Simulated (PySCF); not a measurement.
Radial density of Os (osmium, neutral)

UHF, [Xe] 4f14 5d8, high-spin 3F determinant (an excited configuration). All numbers are calculated (PySCF 2.14, scalar relativity by spin-free X2C-1e, in x2c-TZVPPall (11s7p7d3f1g, 97 functions)).

| r (bohr) | 4πr²ρ (e/bohr) | 4πr²(ρα − ρβ) |
| --- | --- | --- |
| 0.0137 | 104.8 | -0.0013 |
| 0.0230 | 91.79 | -0.0019 |
| 0.0387 | 121.8 | 0.0040 |
| 0.0651 | 134.2 | 0.0536 |
| 0.109 | 111.0 | 0.1136 |
| 0.184 | 116.6 | -0.0081 |
| 0.310 | 69.97 | 0.1369 |
| 0.521 | 63.76 | 0.0237 |
| 0.876 | 20.77 | 0.4862 |
| 1.47 | 9.644 | 1.3465 |
| 2.48 | 2.202 | 0.4845 |
| 4.17 | 0.3105 | 0.0379 |
| 7.02 | 0.01060 | -0.0014 |

Densities and radii are taken from the X2C orbitals without a picture-change correction, which distorts them close to the nucleus.

Spin-orbit coupling, absent here, splits the open shell strongly.

Where is the radial spin density 4πr²(ρα − ρβ) most negative, and why is it negative at all?

Around r = 0.184 bohr, down to -0.0081 e/bohr: exchange with the open shell polarises the paired shells in an unrestricted calculation.
